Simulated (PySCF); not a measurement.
Spinor energies of Ho⁺ (holmium, charge +1)

Start: [Xe] 4f11 6s1; 4f5/2 filled at m_j = -5/2, -3/2, -1/2, +1/2, +3/2, +5/2; 4f7/2 filled at m_j = -1/2, +1/2, +3/2, +5/2, +7/2; 6s1/2 filled at m_j = +1/2. Calculated with PySCF 2.14 in x2c-TZVPPall-2c (11s11p10d4f2g, 140 functions): generalised Hartree-Fock with the X2C-1e Hamiltonian and a Gaussian nucleus; one run each with spin-orbit coupling (SO) switched off, then screened by Boettger's factors.

| spinor shell | electrons | ε, spin-free (eV) | ε, screened SO (eV) | weight of nominal j (screened SO) | rms radius, screened SO (bohr) |
| --- | --- | --- | --- | --- | --- |
| 1s1/2 | 2 | -55905.6 | -55893.4 | 1.000 | 0.0236 |
| 2s1/2 | 2 | -9482.7 | -9479.0 | 1.000 | 0.0952 |
| 2p1/2 | 2 | -8398.0 | -9004.3 | 1.000 | 0.0814 |
| 2p3/2 | 4 | -8398.0 | -8142.3 | 1.000 | 0.0881 |
| 3s1/2 | 2 | -2175.9 | -2174.7 | 1.000 | 0.245 |
| 3p1/2 | 2 | -1838.0 | -1967.1 | 1.000 | 0.236 |
| 3p3/2 | 4 | -1838.0 | -1782.7 | 1.000 | 0.250 |
| 3d3/2 | 4 | -1407.0 | -1430.9 | 0.999 | 0.223 |
| 4s1/2 | 2 | -460.04 | -459.69 | 1.000 | 0.552 |
| 4p1/2 | 2 | -346.34 | -376.47 | 0.997 | 0.566 |
| 4p3/2 | 4 | -346.34 | -333.31 | 0.999 | 0.597 |
| 4d3/2 | 4 | -189.56 | -196.58 | 0.952 | 0.640 |
| 4d5/2 | 6 | -189.56 | -184.61 | 0.968 | 0.650 |
| 5s1/2 | 2 | -67.480 | -67.430 | 1.000 | 1.39 |
| 5p1/2 | 2 | -38.317 | -42.380 | 0.990 | 1.56 |
| 5p3/2 | 4 | -38.317 | -36.594 | 0.995 | 1.68 |
| 4f5/2 | 6 | -20.023 | -20.866 | 0.707 | 0.915 |
| 4f7/2 | 5 | -20.023 | -18.915 | 0.703 | 0.937 |
| 6s1/2 | 1 | -10.956 | -10.960 | 1.000 | 4.12 |

(1) Where does 3d5/2 lie, and what is the 3d spin-orbit splitting (screened SO)?

```json
{"quantity": "E (hartree)", "spin-free": "-12606.96117", "screened SO": "-12616.85520"}
{"quantity": "M_J", "spin-free": "8", "screened SO": "8"}
{"quantity": "⟨J²⟩", "spin-free": "72.010", "screened SO": "72.011"}
{"quantity": "⟨L²⟩", "spin-free": "42.006", "screened SO": "42.391"}
{"quantity": "⟨S²⟩", "spin-free": "6.004", "screened SO": "6.006"}
```

Each row is a mean over spinors that exchange with the open shell spreads, by up to 14.213 eV (4d5/2).

Rows whose weight is well below 1 are mixtures of j = l ± 1/2: exchange outweighs spin-orbit coupling there, and the label is only the starting occupation.

Breit and QED terms are absent; they matter most for the inner s and p1/2 levels.

Densities and radii are taken from the X2C orbitals without a picture-change correction, which distorts them close to the nucleus.

Without spin-orbit coupling the j labels of p, d and f shells carry no meaning; the spin-free column gives the mean over the occupied spinors of each nl shell.

Answers

(1) At -1390.0 eV, 40.918 eV above 3d3/2.
